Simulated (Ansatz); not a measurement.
Steps of a relaxation of AlBGeH$_{4}$O, SMILES `[BH]1[AlH][O][GeH2]1` with RKS PBE-D4/def2-SVP.

```sh
$ ansatz run in.yaml --threads 2 --pin off --events-out ev --progress --plain --max-ram 4352MiB
```

```yaml
crystal:
  periodic: [false, false, false]
  atoms:
    - {symbol: B, position_ang: [-0.569500, 0.449500, -0.872100]}
    - {symbol: Al, position_ang: [0.016700, 1.335400, 0.931000]}
    - {symbol: O, position_ang: [0.426300, -0.380200, 1.445500]}
    - {symbol: Ge, position_ang: [0.144100, -1.183300, -0.076800]}
    - {symbol: H, position_ang: [-0.952500, 0.847700, -1.974600]}
    - {symbol: H, position_ang: [0.644200, 2.806700, 1.154400]}
    - {symbol: H, position_ang: [1.386200, -1.692300, -0.768600]}
    - {symbol: H, position_ang: [-1.003300, -2.240600, 0.105600]}
basis:
  gaussian: {orbitals: def2-SVP}
hamiltonian: {xc: pbe, dispersion: d4}
relax: {f_tol: 0.03, max_steps: 200}
```

Positions (Å) and forces (eV/Å) along the path, 8 of 8 steps:

```xyz
8
step=1 energy=-65875.4694 eV
B    -0.570    0.450   -0.872   -1.047    1.742   -1.925
Al    0.017    1.335    0.931    0.498   -0.700   -0.004
O     0.426   -0.380    1.446    0.623    2.173    2.420
Ge    0.144   -1.183   -0.077   -1.073   -2.041   -1.404
H    -0.953    0.848   -1.975   -0.017   -0.297    0.337
H     0.644    2.807    1.154   -0.013   -0.205    0.597
H     1.386   -1.692   -0.769    0.720   -0.498   -0.064
H    -1.003   -2.241    0.106    0.310   -0.172    0.043
8
step=2 energy=-65875.9744 eV
B    -0.609    0.507   -0.982   -0.191    0.675   -0.504
Al    0.069    1.355    0.850    0.507   -0.129    0.334
O     0.477   -0.309    1.448    0.029    1.457    0.619
Ge    0.100   -1.166   -0.087   -0.393   -1.389   -0.937
H    -1.033    0.840   -2.073   -0.069   -0.178    0.099
H     0.656    2.791    1.349   -0.168   -0.382    0.208
H     1.388   -1.774   -0.703    0.139   -0.083    0.060
H    -0.957   -2.302    0.142    0.147    0.029    0.121
8
step=3 energy=-65876.1372 eV
B    -0.580    0.602   -1.027    0.073   -0.111   -0.333
Al    0.202    1.390    0.827   -0.115   -0.191   -0.121
O     0.504   -0.259    1.393    0.094    0.648    0.240
Ge    0.055   -1.159   -0.152   -0.068   -0.564   -0.106
H    -1.063    0.695   -2.142   -0.055    0.269    0.179
H     0.575    2.772    1.530    0.040   -0.060    0.161
H     1.361   -1.811   -0.708   -0.027   -0.029   -0.010
H    -0.961   -2.287    0.223    0.059    0.037   -0.011
8
step=4 energy=-65876.1889 eV
B    -0.528    0.578   -1.084   -0.311   -0.006   -0.149
Al    0.186    1.410    0.775    0.136    0.116   -0.061
O     0.537   -0.203    1.363   -0.089   -0.149   -0.029
Ge    0.062   -1.196   -0.145    0.181    0.064   -0.013
H    -1.112    0.798   -2.139    0.177   -0.042    0.197
H     0.539    2.743    1.589   -0.051   -0.051    0.004
H     1.359   -1.881   -0.687   -0.040   -0.002    0.033
H    -0.951   -2.307    0.271   -0.004    0.069    0.018
8
step=5 energy=-65876.1946 eV
B    -0.551    0.568   -1.082    0.074    0.041   -0.087
Al    0.219    1.411    0.750   -0.087    0.024    0.080
O     0.520   -0.205    1.365    0.056   -0.038   -0.083
Ge    0.076   -1.196   -0.150   -0.043    0.035    0.042
H    -1.111    0.808   -2.134    0.000   -0.052    0.063
H     0.522    2.733    1.600    0.015   -0.014   -0.024
H     1.367   -1.891   -0.683   -0.005    0.006    0.012
H    -0.950   -2.286    0.279   -0.008   -0.003   -0.003
8
step=6 energy=-65876.1948 eV
B    -0.546    0.577   -1.081    0.030   -0.093   -0.076
Al    0.207    1.422    0.748   -0.003   -0.051    0.134
O     0.544   -0.195    1.352    0.054    0.029    0.022
Ge    0.083   -1.191   -0.143   -0.066   -0.031   -0.118
H    -1.105    0.783   -2.137   -0.017    0.019    0.001
H     0.512    2.723    1.621    0.001    0.036   -0.022
H     1.362   -1.905   -0.696   -0.059    0.035    0.061
H    -0.964   -2.272    0.281    0.061    0.056   -0.002
8
step=7 energy=-65876.1979 eV
B    -0.528    0.574   -1.089   -0.100    0.013    0.033
Al    0.201    1.411    0.765    0.035    0.001   -0.040
O     0.590   -0.202    1.335   -0.011   -0.008    0.017
Ge    0.085   -1.191   -0.157    0.056   -0.008   -0.009
H    -1.104    0.797   -2.134    0.041   -0.005   -0.015
H     0.470    2.732    1.621   -0.002    0.007    0.015
H     1.346   -1.934   -0.695   -0.006   -0.001    0.006
H    -0.969   -2.245    0.300   -0.013    0.002   -0.006
8
step=8 energy=-65876.1993 eV
B    -0.545    0.572   -1.082   -0.005    0.005   -0.015
Al    0.199    1.412    0.765   -0.001   -0.013    0.007
O     0.606   -0.200    1.329    0.005    0.009    0.003
Ge    0.086   -1.191   -0.156    0.000    0.013    0.004
H    -1.087    0.795   -2.145    0.006   -0.002    0.004
H     0.463    2.731    1.628   -0.001   -0.004   -0.002
H     1.341   -1.939   -0.701    0.000   -0.002   -0.005
H    -0.971   -2.239    0.306   -0.004   -0.005    0.005
```

Run time 6.5 s (2 threads of an AMD EPYC 9R45 on a shared host); peak host memory 0.17 GiB.
